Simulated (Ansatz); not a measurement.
Li₅H₄ (the lowest doublet isomer of a short search), 9 atoms. Hardware: 4 threads of Arm Neoverse V2 on a shared host.

Correlated methods freeze no core orbitals; core or outer-core shells of Li are correlated, in sets that lack core-valence functions.

Q: How many basis functions does each of these Ansatz runs have, and roughly what does it cost? PBE0-D4/def2-TZVPD, charge -1 triplet at the geometry of the charge 0 doublet, energy; BLYP-D4/def2-TZVP, charge 0 doublet, energy, from earlier orbitals; CCSD(T)/def2-TZVPP, charge 0 doublet, energy, from earlier orbitals; r2SCAN-D4/def2-TZVP, charge 1 singlet at the geometry of the charge 0 doublet, energy, from earlier orbitals; RPA@PBE/def2-TZVP, charge 0 doublet, energy, from earlier orbitals; PBE-D4/def2-TZVP, charge 1 triplet at the geometry of the charge 0 doublet, energy, from earlier orbitals; PBE-D4/def2-TZVP, charge 0 doublet, relaxation, 4 steps; PBE0-D4/def2-TZVP, charge 1 triplet at the geometry of the charge 0 doublet, energy; r2SCAN-D4/def2-TZVPD, charge -1 triplet at the geometry of the charge 0 doublet, energy, from earlier orbitals; PBE-D4/def2-TZVPD, charge -1 triplet at the geometry of the charge 0 doublet, energy, from earlier orbitals; LC-ωPBE/def2-TZVP, charge 0 doublet, energy, from earlier orbitals; PBE-D4/def2-SVP, charge 0 doublet, energy, from earlier orbitals.

A: Other jobs shared the machine, so times can vary by a factor of up to 3. A dash marks memory too small to be measured apart from the calling script's.

| run | functions | fitting or Cholesky vectors | wall time | peak host memory (GiB) |
| --- | --- | --- | --- | --- |
| PBE-D4/def2-SVP, charge 0 doublet, energy, from earlier orbitals | 65 | 912 | 0.8 s | – |
| PBE-D4/def2-TZVP, charge 1 triplet at the geometry of the charge 0 doublet, energy, from earlier orbitals | 94 | 821 | 0.95 s | – |
| BLYP-D4/def2-TZVP, charge 0 doublet, energy, from earlier orbitals | 94 | 821 | 1 s | – |
| PBE0-D4/def2-TZVP, charge 1 triplet at the geometry of the charge 0 doublet, energy | 94 | 821 | 1 s | – |
| r2SCAN-D4/def2-TZVP, charge 1 singlet at the geometry of the charge 0 doublet, energy, from earlier orbitals | 94 | 821 | 1.1 s | – |
| RPA@PBE/def2-TZVP, charge 0 doublet, energy, from earlier orbitals | 94 | 952 | 1.2 s | – |
| LC-ωPBE/def2-TZVP, charge 0 doublet, energy, from earlier orbitals | 94 | 821 | 2 s | – |
| PBE-D4/def2-TZVPD, charge -1 triplet at the geometry of the charge 0 doublet, energy, from earlier orbitals | 121 | 1029 | 3.6 s | – |
| PBE0-D4/def2-TZVPD, charge -1 triplet at the geometry of the charge 0 doublet, energy | 121 | 1029 | 4.1 s | – |
| PBE-D4/def2-TZVP, charge 0 doublet, relaxation, 4 steps | 94 | 821 | 4.4 s | – |
| r2SCAN-D4/def2-TZVPD, charge -1 triplet at the geometry of the charge 0 doublet, energy, from earlier orbitals | 121 | 1029 | 6.5 s | – |
| CCSD(T)/def2-TZVPP, charge 0 doublet, energy, from earlier orbitals | 151 | 1017 | 32 s | 2.7 |
